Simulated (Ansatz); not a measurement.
Ansatz results at the PBE0-D4/def2-TZVP geometry: size of the dipole moment (ωB97M-V/def2-TZVPP) 0.77 D; LUMO energy (B3LYP/def2-TZVPP) -0.24 eV; HOMO energy (PBE/def2-TZVPP) -5.48 eV.

Each molecule was computed in one conformer, which needn't be the lowest.

Problem. Which molecule gave them?
A. `[SiH3]C1=CCO1`
B. `[SiH3]OC1=CC1`
C. `B[As](C)[SiH3]`
D. `C#COC[SiH3]`

Solution. B. The others give `C#COC[SiH3]`: 1.75, 0.11, -5.73; `[SiH3]C1=CCO1`: 1.48, -0.49, -5.53; `B[As](C)[SiH3]`: 2.05, -0.71, -6.08.

B3LYP here is the variant with VWN-RPA as its local correlation; programs differ in this.
